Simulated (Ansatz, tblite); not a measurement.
Cost and result up the ladder for `[CH3][Sn]([CH3])([CH3])[Sn]([CH3])([CH3])[Sn]([CH3])([CH3])[CH3]` (35 atoms). Charge 0, multiplicity 1. Geometry: r2SCAN-D4/def2-SVP.

```csv
atom,x (Å),y (Å),z (Å)
C1,-1.430,2.238,-1.631
Sn2,0.251,2.256,-0.252
C3,-0.502,3.023,1.636
C4,1.729,3.661,-1.005
Sn5,1.232,-0.343,0.047
C6,2.505,-0.894,-1.635
C7,2.484,-0.496,1.825
Sn8,-0.969,-2.056,0.225
C9,-2.491,-1.147,1.483
C10,-0.485,-4.007,1.051
C11,-1.875,-2.360,-1.726
H12,-1.864,3.247,-1.708
H13,-2.207,1.548,-1.268
H14,-1.112,1.911,-2.632
H15,-1.302,2.372,2.019
H16,0.302,3.072,2.386
H17,-0.910,4.035,1.487
H18,2.579,3.733,-0.309
H19,2.104,3.335,-1.986
H20,1.273,4.658,-1.111
H21,1.937,-0.858,-2.577
H22,3.354,-0.197,-1.704
H23,2.892,-1.914,-1.491
H24,1.917,-0.210,2.723
H25,3.353,0.172,1.727
H26,2.841,-1.530,1.943
H27,-2.772,-0.161,1.082
H28,-3.389,-1.784,1.507
H29,-2.122,-1.013,2.511
H30,0.250,-4.522,0.414
H31,-1.397,-4.623,1.107
H32,-0.064,-3.903,2.062
H33,-2.198,-1.397,-2.149
H34,-2.753,-3.016,-1.627
H35,-1.160,-2.827,-2.420
```

Ansatz on 4 threads of Arm Neoverse V2 on a shared host; xTB runs through tblite on one thread. Times are rough, summed over both states, and most runs start from the orbitals of an earlier one. PBE0-D4/def2-SVP serves as the yardstick here, not as an exact answer. The other state is a triplet.

In the def2 sets Sn takes a core potential; there is no spin–orbit coupling. The xTB rows come from tblite.

xTB has no spin-polarisation term.

| level | functions | vertical triplet (eV) | difference from PBE0-D4/def2-SVP (eV) |
| --- | --- | --- | --- |
| GFN2-xTB | 83 | 2.97 | -1.63 |
| PBE-D4/def2-SVP (with forces) | 310 | 4.29 | -0.32 |
| PBE0-D4/def2-SVP | 310 | 4.60 | 0.00 |
| GFN1-xTB | 107 | 3.61 | -1.00 |

Problem. Estimate how long each takes.

Solution. GFN1-xTB 0.054 s; GFN2-xTB 0.093 s; PBE-D4/def2-SVP (with forces) 36 s; PBE0-D4/def2-SVP 67 s. On shared hardware such times vary by a factor of up to 3.
